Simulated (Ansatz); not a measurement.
Geometry optimisation, Ansatz 0.2.0, RHF/def2-SVP.

input.yaml

```yaml
crystal:
  periodic: [false, false, false]
  atoms:
    - { symbol: Si, position_ang: [-0.60961, 1.17205, -0.83524] }
    - { symbol: C, position_ang: [0.41999, -0.3662, -0.37212] }
    - { symbol: Sb, position_ang: [1.01861, -0.94896, 1.47989] }
    - { symbol: H, position_ang: [-1.78465, 0.47847, -1.37865] }
    - { symbol: H, position_ang: [0.15883, 1.89849, -1.84326] }
    - { symbol: H, position_ang: [-0.87288, 1.89332, 0.41049] }
    - { symbol: H, position_ang: [0.96664, -0.83417, -1.18557] }
    - { symbol: H, position_ang: [1.07512, -2.61901, 1.36158] }
    - { symbol: H, position_ang: [-0.37203, -0.67399, 2.36289] }
total_charge: 1
basis:
  gaussian: { orbitals: def2-SVP }
hamiltonian:
  xc: hf
relax:
  f_tol: 0.015
  max_steps: 40
output:
  orbitals: {}
```

Launched with:

```bash
$ ansatz run input.yaml --threads 1 --pin off --max-ram 2048MiB --backend cpu --events-out ev --progress --plain --runs-dir out
```

Where does it end, and by what steps?

It converged. Limits of this set-up: the dipole of an ion depends on the origin. After 8 steps the energy has fallen by 0.076 eV; Sb3 moved furthest, 0.17 Å.

```tsv
step	energy less start (eV)	largest force component (eV/Å)	accepted
0	0.0000	0.767	yes
1	0.0813	1.650	no
2	-0.0370	0.540	yes
3	-0.0659	0.380	yes
4	-0.0663	0.218	yes
5	-0.0416	0.409	no
6	-0.0758	0.030	yes
7	-0.0757	0.072	no
8	-0.0760	0.014	yes
```

```xyz
9
Properties=species:S:1:pos:R:3
Si -0.634 1.177 -0.849
C 0.466 -0.349 -0.338
Sb 1.147 -0.960 1.590
H -1.787 0.478 -1.446
H 0.177 1.929 -1.819
H -0.954 1.921 0.375
H 0.907 -0.899 -1.172
H 0.999 -2.611 1.291
H -0.322 -0.687 2.368
```

Whether the end is a true minimum wasn't checked by a vibrational analysis.

Run time: 22 s on 1 thread of Arm Neoverse V1, on a shared host, peak memory 0.17 GiB.
